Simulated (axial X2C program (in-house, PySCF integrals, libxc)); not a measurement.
Spin–orbit effects down a group: molecules with Br (ions), PBE0

Computed with an axial X2C code built on PySCF integrals, spin-free (one-electron X2C) or two-component (2c: spin–orbit coupling with atomic mean-field Coulomb and Gaunt terms, which also bring small scalar terms), in Dyall basis sets with cores contracted in-house; open shells are unrestricted.

Basis sets: Br dyall-acv3z, C dyall-av3z, Ge dyall-acv3z, Si dyall-av3z, Sn dyall-acv3z.

| molecule | spin-free state | Re (Å) | ωe (cm⁻¹) | De (eV) | 2c state | Re 2c (Å) | ωe 2c (cm⁻¹) | De 2c (eV) |
| --- | --- | --- | --- | --- | --- | --- | --- | --- |
| CBr⁻ | M_S = 1, Λ = 0 | 2.027 | 442.7 | 1.85 | Ω = 1 | 2.027 | 442.3 | 1.85 |
| SiBr⁻ | ? | ? | ? | ? | ? | ? | ? | ? |
| GeBr⁻ | M_S = 1, Λ = 0 | 2.516 | 200.8 | 1.74 | Ω = 1 | 2.518 | 200.4 | n/a |
| SnBr⁻ | M_S = 1, Λ = 0 | 2.694 | 173.0 | 1.71 | Ω = 1 | 2.697 | 171.7 | n/a |

(1) Estimate the 2c Re and ωe of SiBr⁻ as the mean of its neighbours in the table.

Fragments in 2c: Br- + C, Br- + Si, Br- + Ge, Sn + Br-. Each entry is the lowest single determinant of a limited PBE0 search at one distance. De goes to single-determinant-based atoms at the same level (for ions the charge split of lowest energy) and is withheld (n/a) where an atom does not fit its ground term or J level. Main or longest-lived isotopes. One determinant is a doubtful description, or other states lie close, for CBr⁻, SiBr⁻, GeBr⁻, SnBr⁻; these need not be ground states, and all values refer to the states named. Some open-shell Ω = 0 determinants are out of reach, so the Ω given for CBr⁻, SiBr⁻, GeBr⁻, SnBr⁻ need not be the lowest component. With several unpaired electrons the Ω given is that of one determinant, not necessarily of the lowest component. Some light 2c atoms are not at their ground J level, so De misses part of their lowering (0.04 eV or less). The functionals have no current term, which raises determinants with orbital currents.

Answers

(1) Re ≈ 2.272 Å, ωe ≈ 321.4 cm⁻¹. The PBE0 runs give the row below, so the estimate misses by -0.148 Å and 32.0 cm⁻¹.

```tsv
molecule	spin-free state	Re (Å)	ωe (cm⁻¹)	De (eV)	2c state	Re 2c (Å)	ωe 2c (cm⁻¹)	De 2c (eV)
SiBr⁻	M_S = 1, Λ = 0	2.420	289.9	1.92	Ω = 1	2.421	289.4	1.92
```
